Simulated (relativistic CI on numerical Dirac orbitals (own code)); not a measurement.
Radial parameters of Pm XXXVII

These numbers are calculated, not measured: Dirac-Coulomb-Breit CI, separate exchange-only KLI orbitals for each configuration, model QED (radiative potential, 1s self-energy scaled to tabulated hydrogen-like ionisation energies), unscaled Slater integrals (own radial code, finite nucleus).

Slater integrals F^k, G^k are unscaled and averaged over j, outside the closed core [Ne]; ζ comes from projecting the Hamiltonian with its Breit term on Σ l·s of the shell.

- 3s²3p⁶3d⁷: F^2(3d,3d) = 458330, F^4(3d,3d) = 295370, ζ(3d) = 85943 cm⁻¹; <r>(3d) = 0.2218, <r^2>(3d) = 0.05723 (bohr units).
- 3s²3p⁵3d⁸: ζ(3p) = 659980, F^2(3d,3d) = 457460, F^4(3d,3d) = 294780, F^2(3p,3d) = 401750, G^1(3p,3d) = 435720, G^3(3p,3d) = 288490, ζ(3d) = 85056 cm⁻¹; <r>(3p) = 0.2467, <r^2>(3p) = 0.07041, <r>(3d) = 0.2221, <r^2>(3d) = 0.05743 (bohr units).
- 3s²3p⁴3d⁹: F^2(3p,3p) = 400000, ζ(3p) = 659480, F^2(3p,3d) = 401320, G^1(3p,3d) = 435680, G^3(3p,3d) = 288330, ζ(3d) = 84176 cm⁻¹; <r>(3p) = 0.247, <r^2>(3p) = 0.07056, <r>(3d) = 0.2225, <r^2>(3d) = 0.05763 (bohr units).

(1) Give the Racah parameters of the d shell in 3s²3p⁶3d⁷.

Averages of the first 10 configurations, taken without configuration mixing, which lowers the lowest level and can move excited configurations by several eV; other configurations of the list can lie among them:

| Configuration | Parity | States | Average energy above the lowest level (eV) |
| --- | --- | --- | --- |
| 3s²3p⁶3d⁷ | even | 120 | 42.1 |
| 3s²3p⁵3d⁸ | odd | 270 | 373.1 |
| 3s²3p⁴3d⁹ | even | 150 | 710.3 |
| 3s3p⁶3d⁸ | even | 90 | 627.2 |
| 3p⁶3d⁹ | even | 10 | 1220.8 |
| 3s3p⁵3d⁹ | odd | 120 | 956.8 |
| 3s²3p⁶3d⁶4s | even | 420 | 1062.4 |
| 3s²3p⁶3d⁶4p | odd | 1260 | 1156.5 |
| 3s²3p⁶3d⁶4d | even | 2100 | 1278.6 |
| 3s²3p⁴3d⁸4s | even | 1350 | 1715.9 |

Answers

(1) B = F²/49 − 5F⁴/441 = 6005 cm⁻¹ and C = 35F⁴/441 = 23442 cm⁻¹.
